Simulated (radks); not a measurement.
P3-, 18 electrons, occupied as [Ar].

Calculated with a radial shooting solver on a logarithmic mesh with Libxc functionals: non-relativistic Kohn-Sham, LDA (Slater exchange, Perdew-Wang correlation), spin-unpolarised, spherical densities, point nucleus; Watson sphere of charge +3 and radius 4.53 bohr.

Energy parts (eV; the electron-nucleus part includes the sphere):
part                      energy
total                  -9558.308
kinetic                 9233.326
electron-nucleus      -22701.850
Hartree                 4519.477
exchange-correlation    -609.262

Orbitals (lengths in bohr, moments of r in powers of bohr; r(max) is where P^2 peaks):
| orbital | occ. | eigenvalue (eV) | <r^4> | r(max) | <r^2> | <r> |
|---|---|---|---|---|---|---|
| 1s | 2 | -2065.606 | 0.0005519 | 0.06824 | 0.01463 | 0.1043 |
| 2s | 2 | -168.1141 | 0.1968 | 0.4219 | 0.3275 | 0.5240 |
| 2p | 6 | -120.4123 | 0.1949 | 0.3542 | 0.2978 | 0.4869 |
| 3s | 2 | -10.8330 | 49.48 | 1.600 | 5.068 | 2.057 |
| 3p | 6 | -3.8069 | 347.9 | 2.043 | 12.99 | 3.225 |

The highest occupied level is 3p at -3.807 eV. The electron density at the nucleus is 2171 e/bohr^3. The density falls to 0.001 e/bohr^3 at r = 5.70 bohr.
